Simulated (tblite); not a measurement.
C$_{9}$H$_{12}$, triplet, geometry from GFN2-xTB (a higher spin typed on purpose: for a closed-shell molecule this is an excited state); GFN1-xTB (tblite).

The tblite input:
```
$ tblite run mol.xyz --method gfn1 --charge 0 --spin 2 --spin-polarized --json tblite.json --no-restart

# file mol.xyz
21

C     -2.43845556    -1.58295786    -0.17446421
C     -1.24197668    -0.71101951    -0.08901651
C     -1.27777473     0.65544927    -0.09386595
C     -0.12222693     1.42802585    -0.01122690
C     -0.11461082     2.90766737    -0.01311012
C      1.20413069     0.72398135     0.08624695
C      1.27017564    -0.64099511     0.09329033
C      2.58762237    -1.35578488     0.19013481
C      0.09727611    -1.39423723     0.00935944
H     -2.50076667    -2.23451925     0.70182125
H     -3.35118623    -0.99580443    -0.24170971
H     -2.37367139    -2.23740107    -1.04841971
H     -2.23303238     1.16020278    -0.16406391
H      0.35266926     3.29325032     0.89901907
H     -1.12266172     3.30882257    -0.08697113
H      0.47963376     3.29037146    -0.84942077
H      2.08845806     1.33660313     0.14945446
H      3.41073927    -0.64846596     0.24874154
H      2.60849988    -1.99026061     1.07521912
H      2.73599768    -1.99315155    -0.68056494
H      0.12035998    -2.47042296     0.01280766
```

Q: What does tblite print? Leave out banner, timings and long lists.

A: 
```
xTB calculator
 | screened Coulomb repulsion
 | Coulomb electrostatics
 |  * isotropic Klopman-Ohno-Mataga-Nishimoto electrostatics
 |  * onsite third-order electrostatics
 | DFT-D3(BJ) dispersion correction
 | Interactions (1)
 | [1] spin polarization

halogen bonding energy    0.0000000000000E+00 Eh
repulsion energy          4.1755077102906E-01 Eh
dispersion energy        -9.5898008262868E-03 Eh
interaction energy        0.0000000000000E+00 Eh
number of electrons       4.8000000000000E+01 e
integral cutoff           1.9731147476801E+01 bohr

------------------------------------------------------------
  cycle        total energy    energy error   density error
------------------------------------------------------------
      1     -25.36813145996  -2.5776092E+01   4.6293702E-01
      2     -25.37049542208  -2.3639621E-03   2.7814971E-01
      3     -25.37109035243  -5.9493035E-04   1.2861134E-02
      4     -25.37134504081  -2.5468838E-04   9.2440756E-03
      5     -25.37151116010  -1.6611929E-04   5.9428930E-03
      6     -25.37162712083  -1.1596073E-04   8.9424845E-04
      7     -25.37162844324  -1.3224166E-06   3.8665081E-04
      8     -25.37162854796  -1.0471510E-07   1.9779341E-04
      9     -25.37162859714  -4.9179839E-08   1.0554793E-04
     10     -25.37162861150  -1.4361188E-08   3.3277574E-05
     11     -25.37162861262  -1.1228778E-09   1.6077871E-05
------------------------------------------------------------

electronic energy        -2.5779589582825E+01 Eh
total energy             -2.5371628612622E+01 Eh

Post processing:
 | Mayer-Wiberg bond orders

[Info] JSON dump of results written to 'tblite.json'
```
